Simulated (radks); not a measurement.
The numbers below are computed, except where a source is named.
Task: All-electron atom: the terbium ion Tb61+ in [He] 2s2 (the NIST ground configuration). Code: a radial shooting solver on a logarithmic mesh with Libxc functionals. Model: scalar-relativistic Kohn-Sham, BLYP, spin-polarised, spherical densities, finite nucleus; Fermi nuclear charge, rms radius 5.06 fm. Some entries of the table are withheld. Estimate them.

| orbital | occ. | eigenvalue (eV) | <r^2> (bohr^2) | <1/r> (bohr^-1) |
|---|---|---|---|---|
| 1s | 2 | (1) | 0.0006257 | (2) |
| 2s | 2 | (3) | (4) | 17.91 |
| 2p | 0 | -13576.91 | (5) | 16.65 |
| 3s | 0 | -6212.687 | (6) | 7.510 |

Result: 
(1) 1s eigenvalue (eV): -58709.71
(2) 1s <1/r> (bohr^-1): 73.30
(3) 2s eigenvalue (eV): -14360.19
(4) 2s <r^2> (bohr^2): 0.008940
(5) 2p <r^2> (bohr^2): 0.007000
(6) 3s <r^2> (bohr^2): 0.04782
